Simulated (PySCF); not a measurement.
How methods differ on the excitation energy of Mo(2+)

Mo(2+) [Kr] 4d4 (5D) → Mo(2+) [Kr] 4d3 5s1 (5F), as a difference of total energies. Calculation: PySCF 2.14, in ANO-RCC-VTZP; scalar relativity by spin-free X2C-1e. Correlated levels: valence: [Kr] frozen. The calculations carry no spin-orbit coupling.

| method | excitation energy (eV) |
| --- | --- |
| UHF | 4.143 |
| MP2 (valence) | 4.345 |
| SCS-MP2 (valence) | 4.211 |
| CCSD (valence) | 4.348 |
| CCSD(T) (valence) | 4.350 |

Question: How much does correlation contribute at CCSD(T) (valence)?

Answer: 4.350 − (4.143) = 0.207 eV, measured against UHF.

A first-order spin-orbit estimate (lowest level to lowest level, LS coupling) adds -0.061 eV.

The basis was made for the ground configuration and has no added diffuse functions, so the excitation energy can come out too high.
